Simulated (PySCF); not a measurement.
CH₇F₂NSi₂, SMILES N([SiH2]F)([SiH2]F)C. Geometry: r2SCAN-D4/def2-SVP. This is a generated structure with no PubChem entry under its InChIKey; it may be hypothetical. The values are those of a single conformer.

Give the equilibrium geometry at r2SCAN-D4/def2-SVP (PySCF confirms it by a frequency run) as bond lengths and angles. (The exact figures need the calculation; the answer reports its results.)

Several could match; the one computed here: 
Atoms: Si1 F2 N3 C4 Si5 F6 H7 H8 H9 H10 H11 H12 H13. Bond lengths (Å): Si1–F2 1.629, Si1–N3 1.730, Si1–H7 1.483, Si1–H8 1.486, N3–C4 1.475, N3–Si5 1.733, C4–H9 1.104, C4–H10 1.102, C4–H11 1.102, Si5–F6 1.629, Si5–H12 1.487, Si5–H13 1.483. Angles (°): F2–Si1–N3 111.5, F2–Si1–H7 107.7, F2–Si1–H8 105.7, N3–Si1–H7 108.7, N3–Si1–H8 109.2, H7–Si1–H8 114.0, Si1–N3–C4 118.8, Si1–N3–Si5 124.3, C4–N3–Si5 116.8, N3–C4–H9 112.0, N3–C4–H10 110.9, N3–C4–H11 110.6, H9–C4–H10 108.3, H9–C4–H11 107.9, H10–C4–H11 106.9, N3–Si5–F6 110.0, N3–Si5–H12 110.5, N3–Si5–H13 108.7, F6–Si5–H12 105.4, F6–Si5–H13 108.7, H12–Si5–H13 113.5.
Charge 0, spin multiplicity 1.
